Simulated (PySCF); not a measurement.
# Vibration and rotation of SnI

UHF-CCSD(T) constants of SnI, ²Π (doublet), unpaired electrons π ↑ (Sn def2-SVP with ECP28, I def2-SVP with ECP28; scalar-relativistic core potentials (PySCF 2.14); masses 119.9022 and 126.9045 u):

| Item | Value |
| --- | --- |
| ωe | 194.3 cm⁻¹ |
| ωexe | 0.376 cm⁻¹ |
| Be | 0.035958 cm⁻¹ |
| αe | 9.5e-05 cm⁻¹ |
| De to Sn + I | 2.59 eV |

(1) What force constant and bond length do these constants imply?

(2) Estimate the centrifugal constant D from the Kratzer relation and find the Dunham coefficient a1.

Correlated steps freeze 8 core orbitals. Correlated levels converge slowly with the basis: in double zeta they bind strong bonds too weakly, by up to about 1 eV, and carry superposition errors of some tenths. These are scalar-relativistic numbers at best; spin–orbit coupling would shift them, the dissociation energy most. The state is the lowest determinant that a PBE0 search found; another state may lie lower at other levels.

## Answers

(1) Reduced mass μred = 61.652 u; k = 5.8918×10⁻⁷·μred·ωe² (u, cm⁻¹, mdyn/Å) = 1.37 mdyn/Å; Re = √(16.8576/(μred·Be)) (u, cm⁻¹, Å) = 2.758 Å.

(2) D = 4Be³/ωe² = 4.93e-09 cm⁻¹; a1 = −1 − αeωe/(6Be²) = -3.38.
